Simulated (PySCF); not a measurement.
PySCF 2.14 output of an unrestricted PW91 calculation on a single atom or ion in aug-cc-pVQZ-DK3 (9s8p6d3f2g, 102 functions), with the spin-free X2C one-electron Hamiltonian (Gaussian nucleus):

```
SCF conv_tol = 1e-09
number electrons alpha = 28  beta = 23
    J. P. Perdew. In P. Ziesche and H. Eschrig, editors, Proceedings of the 75. WE-Heraeus-Seminar and 21st Annual International Symposium on Electronic Structure of Solids, 11. Berlin, 1991. Akademie Verlag.
    J. P. Perdew, J. A. Chevary, S. H. Vosko, K. A. Jackson, M. R. Pederson, D. J. Singh, and C. Fiolhais.,  Phys. Rev. B 46, 6671 (1992)
    J. P. Perdew, J. A. Chevary, S. H. Vosko, K. A. Jackson, M. R. Pederson, D. J. Singh, and C. Fiolhais.,  Phys. Rev. B 48, 4978 (1993)
    J. P. Perdew. In P. Ziesche and H. Eschrig, editors, Proceedings of the 75. WE-Heraeus-Seminar and 21st Annual International Symposium on Electronic Structure of Solids, 11. Berlin, 1991. Akademie Verlag.
    J. P. Perdew, J. A. Chevary, S. H. Vosko, K. A. Jackson, M. R. Pederson, D. J. Singh, and C. Fiolhais.,  Phys. Rev. B 46, 6671 (1992)
    J. P. Perdew, J. A. Chevary, S. H. Vosko, K. A. Jackson, M. R. Pederson, D. J. Singh, and C. Fiolhais.,  Phys. Rev. B 48, 4978 (1993)
cycle= 1 E= -6480.52911025146  delta_E= -0.01  |g|= 0.0325  |ddm|=  2.8
cycle= 2 E= -6480.52923131071  delta_E= -0.000121  |g|= 0.0172  |ddm|= 0.52
cycle= 3 E= -6480.52927915497  delta_E= -4.78e-05  |g|= 0.00294  |ddm|= 0.218
cycle= 4 E= -6480.52928161432  delta_E= -2.46e-06  |g|= 0.000366  |ddm|= 0.0484
cycle= 5 E= -6480.52928171393  delta_E= -9.96e-08  |g|= 1.6e-05  |ddm|= 0.00789
cycle= 6 E= -6480.5292817142  delta_E= -2.76e-10  |g|= 1.07e-06  |ddm|= 0.000331
converged SCF energy = -6480.5292817142  <S^2> = 8.7513652  2S+1 = 6.000455
```

The run itself started from symmetry-adapted Hartree-Fock orbitals and held the occupation by maximum overlap, on a logarithmic radial grid, so the iterations belong to that start.

Question: Which element, charge and spin multiplicity is this?

Answer: Sb (antimony, neutral), multiplicity 6; the state was [Kr] 4d10 5s1 5p3 5d1, high-spin 6D determinant (an excited configuration).

The outer electron is Rydberg-like, and this basis confines it to a smaller radius and binds it less than a complete one would.
